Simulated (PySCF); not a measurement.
Compound: AlCl2I.
Z-matrix (Å and degrees, PBE0-D3(BJ)/def2-SVP geometry), rows numbered from 1:
```
Al
Cl  1  2.0837
Cl  1  2.0845  2  118.93
I   1  2.4382  2  120.31  3  -179.83
```

Level of theory: TDDFT wB97X-D/def2-SVPD, vertical, gas phase, core orbitals frozen in the response, def2 core potentials past Kr (PySCF). Spin–orbit coupling is left out.

```tsv
state	λ (nm)	E (eV)	f	main configurations (H = HOMO, L = LUMO)
S1	224.2	5.53	0.018	H→L (94%)
S2	218.2	5.68	0.022	H-1→L (94%)
S3	217.7	5.70	0.0000	H→L+1 (99%)
S4	201.0	6.17	0.040	H-1→L+1 (90%)
S5	176.6	7.02	0.0008	H-2→L+1 (97%)
S6	176.3	7.03	0.018	H-3→L (89%)
S7	175.2	7.08	0.0003	H-3→L+1 (96%)
S8	173.4	7.15	0.0000	H-4→L (92%)
S9	171.6	7.23	0.296	H-2→L (80%)
S10	163.8	7.57	0.048	H-4→L+1 (90%)
S11	162.0	7.65	0.085	H→L+2 (76%), H→L+7 (13%)
S12	160.8	7.71	0.046	H-5→L (85%)
S13	157.6	7.87	0.133	H-1→L+2 (71%), H-1→L+7 (10%)
S14	156.7	7.91	0.0032	H-6→L (56%), H→L+6 (33%)
S15	154.3	8.04	0.017	H→L+3 (88%)
```

Triplets, Tamm–Dancoff:

| state | E (eV) | λ (nm) | main configurations (H = HOMO, L = LUMO) |
| --- | --- | --- | --- |
| T1 | 5.19 | 238.8 | H→L (90%) |
| T2 | 5.37 | 230.8 | H-1→L (89%) |
| T3 | 5.60 | 221.6 | H→L+1 (98%) |
| T4 | 5.62 | 220.5 | H-1→L+1 (95%) |

The lowest singlet lies at 5.53 eV (224 nm, ultraviolet) and is weak; its leading configuration is HOMO→LUMO (94%). The strongest level in the table is S9 at 7.23 eV (172 nm, f = 0.296). S5/S6 lie within about 0.01 eV of each other. Löwdin shares by element: HOMO iodine 86%, chlorine 9%, aluminium 6%; LUMO aluminium 48%, chlorine 26%, iodine 26%. Weighted by f, the mean energy of these states is 7.32 eV. Orbital energies (eV): HOMO-3 -11.57, HOMO-2 -11.46, HOMO-1 -10.25, HOMO -10.03, LUMO -0.12, LUMO+1 0.18, LUMO+2 1.66. The vertical ionisation energy (ΔSCF) is 10.48 eV, 2.45 eV above S15. Singlets were solved by full linear response, triplets in the Tamm–Dancoff approximation.
